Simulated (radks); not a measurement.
Spherical quantum dot in the effective-mass picture: electrons in a hard-walled sphere of radius 2.31, with a point charge +2 (a donor) at the centre, all in effective atomic units (hartree* = m*/eps^2 hartree, bohr* = eps/m* bohr), one dielectric constant everywhere. Calculated with a radial shooting solver with Libxc functionals: non-relativistic Kohn-Sham, LDA (Slater exchange, Perdew-Wang correlation), spin-polarised, spherical densities. Levels are named by radial order and angular momentum (1s, 1p, 1d, 2s, ...), and open shells are averaged over m. Results are scaled to m* = 0.171 and eps = 5.2, for which hartree* = 172.1 meV and bohr* = 1.609 nm.

N = 10, configuration 1s2 1p6 2s2. This is the lowest configuration that the search found. Occupied and some empty levels:

level,occupation,eigenvalue (meV),<r> (nm)
1s,2,886.56,1.758
1p,6,1063.4,2.309
2s,2,1242.5,1.743
1d,0,1253.1,2.492
1f,0,1487.3,2.613
2p,0,1690.5,1.927
1g,0,1765.3,2.704

Energy (meV): total 5042.17, kinetic 3757.3, external -3618.1, Hartree 5909.7, exchange-correlation -1006.7.
